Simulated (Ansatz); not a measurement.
## Loss of H2: GaH3(NH3) → GaH2(NH2) + H2

Species: GaH3(NH3), singlet; GaH2(NH2), singlet; H2 (hydrogen), singlet. 

Shapes, held fixed at every level: PBE0-D4/def2-TZVP. Programs: Ansatz 0.2.0. The zero-point and thermal change to 298 K, harmonic and unscaled (PBE0-D4/def2-TZVP), is -20.0 kJ/mol.

```csv
level,kind,ΔH(298 K) (kJ/mol),less CCSD(T)/def2-TZVPP
HF/def2-SVP,Hartree–Fock,+61.9,+16.3
SPW92/def2-TZVPP,LDA,+67.2,+21.6
r2SCAN-D4/def2-TZVPP,meta-GGA,+47.2,+1.6
B3LYP-D4/def2-TZVPP,global hybrid,+40.1,-5.5
r2SCAN0-D4/def2-TZVPP,global hybrid,+53.1,+7.5
CCSD(T)/def2-SVP,coupled cluster or CI,+59.0,+13.4
CCSD(T)/def2-TZVPP,coupled cluster or CI,+45.6,0.0
```

The highest level, CCSD(T)/def2-TZVPP, gives ΔH(298 K) = +45.6 kJ/mol; the levels span +40.1 to +67.2. The column of differences is taken from that level and isn't an error. No measured value is set beside it here. Relativity is left out for Ga unless named. Correlated rows may include outer-core shells of Ga, which these sets cover unevenly.
